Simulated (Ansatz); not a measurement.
Z-matrix (Å, degrees):
```
C
Cl 1 1.7118
Cl 1 1.7119 2 116.91
Cl 1 1.7119 2 116.91 3 -145.77
```
Charge 0, spin multiplicity 2.

All values below come from Ansatz (a quantum-chemistry and plane-wave program) with frozen-core CCSD(T)/cc-pVTZ // r2SCAN-D4/def2-TZVP.

```
Quantity                        Result
----------------------  --------------
HF energy               -1416.37721 Ha
MP2 correlation energy     -0.70118 Ha
```

Problem. Estimate the CCSD correlation energy, the (T) correction, the total energy and the T1 diagnostic.

Solution. 
| Property | Result |
|---|---|
| CCSD correlation energy | -0.74775 Ha |
| (T) correction | -0.03481 Ha |
| CCSD(T) total energy | -1417.15977 Ha |
| T1 diagnostic | 0.015 |
